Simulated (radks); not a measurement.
Task: These are the eigenvalues of the occupied orbitals of an atom or ion with whole-number occupations (eV). All-electron calculation, non-relativistic Kohn-Sham, PBE, spin-polarised, spherical densities, point nucleus. Program: a radial shooting solver on a logarithmic mesh with Libxc functionals.

1s down: -47103.43
1s up: -47103.43
2s up: -7522.239
2s down: -7522.151
2p up: -7157.792
2p down: -7157.743
3s up: -1680.253
3s down: -1676.921
3p up: -1517.969
3p down: -1514.935
3d up: -1215.503
3d down: -1213.320
4s up: -354.1084
4s down: -347.7907
4p up: -290.6846
4p down: -284.3866
4d up: -177.6497
4d down: -171.4016
5s up: -69.1737
5s down: -66.5547
5p up: -51.4928
5p down: -49.4386
4f up: -39.8766

Which element is it, and in what charge state? The configuration may be excited. Open shells, if any, are filled with parallel spins first.

Result: Z = 64, gadolinium, charge +3: Gd3+ in [Xe] 4f7. The list shows which subshells hold electrons but not how many an open one holds; the 1s level, -1731 hartree, gives Z - s = 58.8 by -(Z - s)^2/2, which with screening narrows Z to a few neighbours, and the depths of the outer levels then fix element, charge and occupations together.
